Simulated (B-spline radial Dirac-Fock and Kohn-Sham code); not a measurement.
# La²⁺: scattering cross sections and density moments

System: lanthanum as La²⁺, configuration 1s2 2s2 2p6 3s2 3p6 3d10 4s2 4p6 4d10 5s2 5p6 5d1.

The run's input, task.json:

```json
{"items": [{
  "Z": 57,
  "q": 2,
  "cfg": [[1, 0, 2], [2, 0, 2], [2, 1, 6], [3, 0, 2], [3, 1, 6], [3, 2, 10], [4, 0, 2], [4, 1, 6], [4, 2, 10], [5, 0, 2], [5, 1, 6], [5, 2, 1]],
  "A": 139,
  "rrms": 4.855,
  "do": ["scatter"],
  "s": [0.0, 0.05, 0.1, 0.15, 0.2, 0.25, 0.3, 0.35, 0.4, 0.45, 0.5, 0.6, 0.7, 0.8, 0.9, 1.0, 1.1, 1.2, 1.4, 1.6, 1.8, 2.0, 2.5, 3.0, 3.5, 4.0, 5.0, 6.0],
  "pz": [0, 0.1, 0.15, 0.21, 0.31, 0.45, 0.65, 0.94, 1.4, 2.0, 2.9, 4.2, 6.1, 8.8, 13.0, 19.0, 27.0, 39.0, 57.0, 83.0, 120.0],
  "hv_scatter": [1000, 8047.8, 10000, 17479.3, 20000, 50000, 100000, 500000]
}]}
```

Launch: `python xray_run.py task.json out`

The computed values come from an atomic code on a B-spline grid: Dirac-Fock densities.

| Item | Value |
| --- | --- |
| Sum of ⟨r⟩ | 35.36 bohr |
| Sum of ⟨r²⟩ | 47.93 bohr² |
| Sum of ⟨1/r⟩ | 362.10 per bohr |
| Langevin diamagnetic susceptibility | -38.0 × 10⁻⁶ cm³/mol |
| Lamb shielding (α²/3)Σ⟨1/r⟩ | 6427 ppm |

Coherent scattering is the Thomson cross section weighted by f₀², without anomalous dispersion; incoherent scattering is Klein-Nishina weighted by S. The Lamb formula is the non-relativistic shielding expression. Electron correlation is left out.

```csv
hν (keV),coherent (b),incoherent (b),incoherent per electron (b)
1,1934,0.7519,0.0137
8.0478,833.3,10.50,0.191
10,684.0,12.24,0.223
17.4793,379.3,17.11,0.311
20,323.6,18.21,0.331
50,86.60,23.51,0.427
100,27.28,23.86,0.434
500,1.382,15.64,0.284
```

Incoherent scattering overtakes coherent scattering between 100 and 500 keV.
